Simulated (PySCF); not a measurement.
# What a mistake does to a calculation on AlFH3NSi

All numbers below are calculated, not measured. They come from PySCF 2.14.0, an open-source quantum chemistry program, on an isolated molecule that a program drew, which may never have been made. The molecule is AlFH3NSi (charge 0, singlet), drawn as the SMILES string `[F][Al]=[N][SiH3]`.

Each row is a Hartree-Fock (HF) and frozen-core CCSD(T) single point in the cc-pV(D+d)Z basis, meant for a local HF minimum. Run 1 is clean. Each other run has one planted mistake out of seven kinds, and not every kind appears here: one electron removed, one electron added, multiplicity raised by two, geometry at a saddle point, minimal basis STO-3G, one bond length entered in bohr, all coordinates scaled. The reference is restricted for singlets and unrestricted otherwise, and also for a bond in bohr. Adding or removing an electron swaps singlet and doublet. Electrons count all cores. HOMO and LUMO are orbital energies over both spins, the gradient is its largest component, and the lowest frequency (negative if imaginary) is given only where the gradient is small. Bond lengths are over the 6 bonds as drawn. T1 is the CCSD diagnostic: over 0.02 (restricted) or 0.045 (unrestricted) a single reference is doubtful.

Geometry of the clean run:
```xyz
7
AlFH3NSi, angstrom
F    -2.3597    1.1117    4.4548
Al   -1.4740    1.2907    3.0975
N    -0.6001    1.4670    1.7585
Si    0.3168    1.6523    0.3537
H     1.7475    1.9356    0.6507
H    -0.1737    2.7741   -0.4928
H     0.2912    0.4320   -0.4982
```

```
run,electrons,basis functions,<S^2>,HOMO (eV),LUMO (eV),gradient (hartree/bohr),lowest frequency (cm^-1),mean bond (Å),longest bond (Å),T1,HF (hartree),CCSD(T) (hartree),mistake
1,46,89,0.000,-9.90,0.43,5.8e-06,72,1.5654,1.688,0.0178,-686.54523,-687.09844,no fault
2,46,89,2.010,-6.61,-0.19,8.8e-02,-,1.5654,1.688,0.0199,-686.48100,-686.99657,multiplicity raised by two
3,46,89,0.000,-10.10,0.69,4.8e-02,-,1.4965,1.613,0.0162,-686.52677,-687.07198,all coordinates scaled
4,46,89,0.777,-7.51,0.28,1.3e-02,-,1.7861,2.813,0.0510,-686.43354,-686.98005,one bond length entered in bohr
5,47,89,0.787,-0.73,6.90,6.2e-02,-,1.5654,1.688,0.0191,-686.55031,-687.11521,one electron added
6,45,89,0.761,-16.44,-6.49,8.1e-02,-,1.5654,1.688,0.0298,-686.25742,-686.76628,?
```

**Which mistake was planted in run 6, and what did it cost?**

It counts 45 electrons, one fewer than the clean run, at the same geometry and basis. So the mistake is: one electron removed. Subtracting run 1 and multiplying by 627.51 kcal/mol a hartree, the energy moved by 180.6 kcal/mol in HF and 208.4 kcal/mol in CCSD(T).

Cautions from the logs. Run 4: T1 is over the limit, so its CCSD(T) energy is less reliable.
